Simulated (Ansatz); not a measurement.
Molecule (SMILES): [Si]Br (Si-Br), doublet.
Atoms: Si1, Br2. Bonds: Si1-Br2.

Basis-set convergence of the optimised Si1-Br2 bond length at PBE with Ansatz (a first-principles code). Cartesian d functions, on some or all atoms, in 6-311G**; all else is spherical. The program fits the integrals of some runs and decomposes those of others, by size. Open shells are unrestricted. No added dispersion term, no relativity. Reference: the value in pcseg-4, 2.2491 Å, itself unsure by roughly 0.0004 Å (its mean distance from aug-pcseg-3, aug-cc-pV(Q+d)Z, cc-pV(5+d)Z). Deviations are taken from unrounded values.

```json
[
 {"basis": "STO-3G", "functions": "27", "optimised Si1-Br2 bond length (Å)": "2.2379", "minus reference (Å)": "-0.0112"},
 {"basis": "pcseg-0", "functions": "35", "optimised Si1-Br2 bond length (Å)": "2.4161", "minus reference (Å)": "0.1671"},
 {"basis": "def2-SVP", "functions": "50", "optimised Si1-Br2 bond length (Å)": "2.2571", "minus reference (Å)": "0.0080"},
 {"basis": "6-311G**", "functions": "71", "optimised Si1-Br2 bond length (Å)": "2.2640", "minus reference (Å)": "0.0149"},
 {"basis": "cc-pV(T+d)Z", "functions": "82", "optimised Si1-Br2 bond length (Å)": "2.2510", "minus reference (Å)": "0.0019"},
 {"basis": "aug-pcseg-2", "functions": "109", "optimised Si1-Br2 bond length (Å)": "2.2515", "minus reference (Å)": "0.0024"},
 {"basis": "cc-pV(Q+d)Z", "functions": "132", "optimised Si1-Br2 bond length (Å)": "2.2486", "minus reference (Å)": "-0.0005"},
 {"basis": "cc-pV(5+d)Z", "functions": "204", "optimised Si1-Br2 bond length (Å)": "2.2487", "minus reference (Å)": "-0.0004"},
 {"basis": "pcseg-4", "functions": "216", "optimised Si1-Br2 bond length (Å)": "2.2491", "minus reference (Å)": "0.0000"}
]
```

The smallest set listed that lies within 0.005 Å of the reference with all its larger relatives (same family, alike in diffuse functions; a set with none counts only in the reference's own line) is cc-pV(T+d)Z (82 functions, 0.0019 Å off). (Relatives not listed, tested too: aug-pcseg-3 0.0001 Å.)
